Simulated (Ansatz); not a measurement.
Reaction (isomerisation): `C[SiH2]CCF` → `CC([SiH3])CF`

Computed with Ansatz on PBE0-D4/def2-TZVP structures; ΔE is electronic, products minus reactants. CCSD(T)/CBS adds triple-zeta CCSD(T) − MP2 to the extrapolated MP2 energy (def2 sets, frozen cores). DFT in def2-TZVPP. One conformer a species, not always the lowest.

Is it downhill or uphill in electronic energy at CCSD(T)/CBS, and by how much? (An estimate is asked.)

Ansatz gave: Uphill: ΔE = +46.8 kJ/mol.

What do these levels give: r2SCAN-D4, B2PLYP, PBE, PBE0, SCS-MP2/def2-QZVPP, MP2/CBS(def2)? (Estimate.)

The calculation gave: r2SCAN-D4 50.6, B2PLYP 48.8, PBE 49.5, PBE0 49.7, SCS-MP2/def2-QZVPP 45.6, MP2/CBS(def2) 48.0 kJ/mol.

What do rigid-rotor, harmonic-oscillator terms from PBE0-D4/def2-TZVP frequencies (298.15 K, 1 bar) make of the CCSD(T)/CBS value? (An estimate is asked.)

Computed: ΔZPE = -2.4 kJ/mol, ΔH = +43.9 kJ/mol, ΔS = -8 J/(mol·K), ΔG = +46.3 kJ/mol.

Largest T1 diagnostic among the species: 0.011.

Leaving LDA and LC-ωPBE aside and taking each functional with its dispersion term where it has one, the values, not all of them listed here, spread over 5.7 kJ/mol, from revPBE-D4 to B97M-V. LDA lies −5.3 kJ/mol from PBE without D4. At CCSD(T), def2-SVP lies −15.3 kJ/mol from the extrapolated value and def2-TZVPP −2.0 kJ/mol.
